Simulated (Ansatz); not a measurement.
Energy needed to pull apart AgHS (SMILES [SH][Ag]), closed shell, into free ground-state atoms, from the structure below (displaced at random from a GFN2-xTB minimum); no zero-point or spin–orbit terms; open-shell atoms are treated unrestricted, in their ground-state multiplicity.

```json
{"atom": "S1", "x (Å)": "-0.4712", "y (Å)": "-0.7456", "z (Å)": "-0.3106"}
{"atom": "Ag2", "x (Å)": "1.3245", "y (Å)": "0.1158", "z (Å)": "0.8585"}
{"atom": "H3", "x (Å)": "-0.9955", "y (Å)": "0.3710", "z (Å)": "-0.6959"}
```

Program: Ansatz 0.2.0. Basis: def2-TZVPP. Cores are frozen in the correlated methods. Filled d shells of the heavier atoms are correlated. Core potentials replace the inner electrons of the atoms past krypton.

```csv
method,atomization energy (eV)
PBE-D4,?
revPBE-D4,6.15
r2SCAN-D4,6.32
PBE0-D4,?
r2SCAN0-D4,6.12
wB97M-V,6.41
HF,3.84
MP2,6.06
CCSD,5.80
CCSD(T),5.99
```

What does PBE0-D4 give? (An estimate is asked for; the value comes from the calculation.)

Computed: 6.16 eV, which is about 0.17 eV more than CCSD(T)/def2-TZVPP.

What does PBE-D4 give? (An estimate is asked for; the value comes from the calculation.)

By the calculation: 6.36 eV, which is about 0.37 eV more than CCSD(T)/def2-TZVPP.

In triple zeta the MP2 and coupled-cluster atomization energies are still short of their basis limit by a few kcal/mol a bond, whereas those of the functionals are nearly converged, so these differences are not deviations from converged CCSD(T).

No T1 diagnostic of these runs exceeds 0.021.

For scale, one of the runs: CCSD(T)/def2-TZVPP forces, 112 basis functions (an equivalent command: `ansatz run in.yaml --threads 4`). The run took 20 s on 4 CPU threads (shared host), with 0.87 GiB of host memory at its peak.
